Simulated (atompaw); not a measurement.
u(r) = r·R(r): atom against pseudo-atom (Co)

Columns: radius, all-electron u(r) and pseudo u(r) of the 3p shell (level -69.85 eV) of cobalt in the configuration [Ne] 3s2 3p6 3d7 4s1.5 4p0; PBE, scalar-relativistic, PAW (atompaw) scheme, atompaw 4.2.0.5.

| r (bohr) | all-electron | pseudo |
| --- | --- | --- |
| 0.092 | -0.5388 | 0.0597 |
| 0.185 | -0.5240 | 0.2278 |
| 0.277 | -0.0415 | 0.4647 |
| 0.369 | 0.4843 | 0.7224 |
| 0.462 | 0.8785 | 0.9535 |
| 0.554 | 1.1024 | 1.1148 |
| 0.646 | 1.1884 | 1.1907 |
| 0.738 | 1.1784 | 1.1844 |
| 0.831 | 1.1089 | 1.1149 |
| 0.923 | 1.0089 | 1.0113 |
| 1.015 | 0.8968 | 0.8969 |
| 1.108 | 0.7826 | 0.7826 |
| 1.200 | 0.6754 | 0.6754 |
| 1.292 | 0.5774 | 0.5774 |
| 1.385 | 0.4893 | 0.4893 |
| 1.477 | 0.4129 | 0.4129 |
| 1.569 | 0.3469 | 0.3469 |
| 1.662 | 0.2899 | 0.2899 |
| 1.754 | 0.2420 | 0.2420 |
| 1.846 | 0.2014 | 0.2014 |
| 1.938 | 0.1674 | 0.1674 |
| 2.031 | 0.1386 | 0.1386 |
| 2.123 | 0.1148 | 0.1148 |
| 2.215 | 0.0949 | 0.0949 |
| 2.308 | 0.0783 | 0.0783 |
| 2.400 | 0.0646 | 0.0646 |

Problem. How many radial nodes do the two functions have?

Solution. The all-electron 3p function has n − l − 1 = 1; the pseudo-wave has 0, since the states of the same l below it are removed with the core.

Problem. At about which radius was the pseudo-wave matched?

Solution. 1.05 bohr, where the columns begin to agree (steps of 0.09 bohr).

Problem. Is the pseudo-wave norm-conserving?

Solution. No, it belongs to a PAW set: the norm inside the radius is not constrained, and the difference is carried by the augmentation charge.
